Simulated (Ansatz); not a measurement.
Basis sets compared for Be13O13, a nanocrystal cut from zinc blende BeO (bare). Charge 0, multiplicity 1. Geometry PBE-D4/def2-SVP. Ansatz on 2 threads of AMD EPYC 7R13 on a shared host and a share (18 GiB) of an NVIDIA H100 80GB HBM3; times are rough, and most runs start from earlier orbitals.

Cartesian coordinates in Å:
```
O 1.675 -0.730 0.887
O 0.159 -2.865 0.370
O 0.185 -1.809 2.910
O -0.581 0.594 1.853
O -2.042 -1.573 1.312
O 1.712 -1.695 -1.601
O 3.251 0.500 -0.980
O 0.983 1.772 -0.132
O 1.037 0.746 -2.595
O -0.866 -0.683 -1.087
O -2.729 0.911 0.300
O -1.203 2.060 -1.636
O -1.171 3.094 0.913
Be 0.935 -1.930 1.645
Be 2.575 -0.695 -0.437
Be 1.065 -2.679 -0.750
Be 0.820 0.646 1.030
Be -1.008 -1.805 0.119
Be -0.850 -0.883 2.409
Be -1.575 1.740 1.340
Be -2.808 -0.407 0.908
Be 0.577 -0.611 -1.892
Be 2.028 1.284 -1.242
Be -0.338 2.671 -0.229
Be -0.122 1.616 -2.500
Be -1.709 0.730 -0.913
```

B3LYP takes the VWN-RPA correlation. Single mean-field runs in def2-TZVP are fitted with def2-universal-jkfit.

Binding counts from free atoms (O triplet, Be singlet) in the same basis, without a counterpoise term.

```
           level  functions  energy (Eh)  HOMO (eV)  LUMO (eV)  binding per atom (eV)  wall time
 PBE-D4/def2-SVP        299   -1169.0628      -5.75      -2.89                   5.46      4.2 s
  B3LYP-D4/6-31G        234   -1171.3514      -6.88      -2.32                   5.14      3.4 s
PBE0-D4/def2-SVP        299   -1169.0939      -7.28      -2.12                   5.26      4.3 s
```

(1) Estimate the rows for PBE-D4/def2-TZVP, B3LYP-D4/def2-TZVP (with forces), PBE0-D4/def2-TZVP.

## Answers

(1) 
```tsv
level	functions	energy (Eh)	HOMO (eV)	LUMO (eV)	binding per atom (eV)	wall time
PBE-D4/def2-TZVP	650	-1170.4666	-5.51	-2.81	5.41	3.7 s
B3LYP-D4/def2-TZVP (with forces)	650	-1172.0195	-6.72	-2.32	5.27	7 s
PBE0-D4/def2-TZVP	650	-1170.5085	-6.99	-2.06	5.24	3.4 s
```
